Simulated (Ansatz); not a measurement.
The cluster AlGa₂. Total charge 0; doublet. Geometry B3LYP-D4/def2-TZVPD, that of the charge -1 singlet; atoms count from 1.

```xyz
3

Al   -1.058   -0.734   -0.703
Ga    1.326    0.115   -0.584
Ga   -0.267    0.619    1.287
```

The structure comes from a short search, and lower isomers may exist.

Problem. Estimate the Mulliken populations from the PBE0/def2-TZVPD orbitals of Ansatz.

Solution. 
| atom | charge (e) | spin (α − β) |
| --- | --- | --- |
| Al1 | 0.02 | 0.38 |
| Ga2 | -0.01 | 0.31 |
| Ga3 | -0.01 | 0.31 |
Mulliken values depend strongly on the basis. With diffuse functions, as here, like atoms can get unlike values, and bond orders can come out too low or too high.

Problem. Where does the spin sit?

Solution. Summed by element: Al 0.38, Ga 0.62, of 1 unpaired in all. Largest on single atoms: Al1 0.38, Ga2 0.31, Ga3 0.31.

Problem. And the Mayer bond orders between heavy atoms (over 0.3)?

Solution. Al1–Ga2 1.05 (2.53 Å); Al1–Ga3 1.05 (2.53 Å); Ga2–Ga3 1.03 (2.51 Å).
